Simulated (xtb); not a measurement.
W(NH)(F)2(Cl)2 (Cl2F2HNW), SMILES [F][W]([Cl])(=[NH])([Cl])[F], multiplicity 1. All values are semi-empirical tight-binding results from xtb (GFN2-xTB unless named), good for trends rather than for accurate numbers. Geometry optimised at GFN2-xTB. The spin state was assumed, not searched. The structure was generated by enumeration; whether it is a known compound was not checked.

For metal compounds this method's bond lengths and energies can be far off.

Estimate the properties. (Estimate from the structure and the level; the computed values follow.)


```json
{
  "point_group_as_xtb_finds_it": "Cs",
  "orbital_gap": "2.53 eV",
  "zero_point_energy": "11.9 kcal/mol",
  "G − E(el) at 298.15 K (modified RRHO)": "-10.5 kcal/mol"
}
```
